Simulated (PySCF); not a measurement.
# Trend along the chalcogens: MTl molecules

PBE0 with double-zeta basis sets in PySCF, for the lowest determinant that a PBE0 search found; no spin–orbit coupling. De refers to high-spin ground-configuration atoms. A positive dipole means M(−)Tl(+).

| M | basis | state (unpaired electrons) | Re (Å) | ωe (cm⁻¹) | De (eV) | μ (D) |
| --- | --- | --- | --- | --- | --- | --- |
| O | cc-pVDZ-PP/cc-pVDZ | doublet (π ↑) | 2.191 | 477 | 2.97 | 3.20 |
| S | def2-SVP | doublet (π ↑) | 2.612 | 274 | 2.98 | 3.39 |
| Se | def2-SVP | doublet (π ↑) | 2.731 | 178 | 2.83 | 3.46 |
| Te | def2-SVP | doublet (π ↑) | 2.924 | 138 | 2.58 | 3.57 |

**Question.** By what factor does the harmonic wavenumber vary along the series?

**Answer.** At PBE0 it runs from 138 cm⁻¹ (TlTe) to 477 cm⁻¹ (TlO), a factor of 3.46.

The rows differ in basis set, which adds steps of its own.

Down a group the atoms grow and get heavier, so bonds lengthen and wavenumbers fall; this series shows no clear exception.

These are scalar-relativistic numbers at best; spin–orbit coupling would shift them, the dissociation energy most. States were picked by a PBE0 search and need not be the measured ground states.
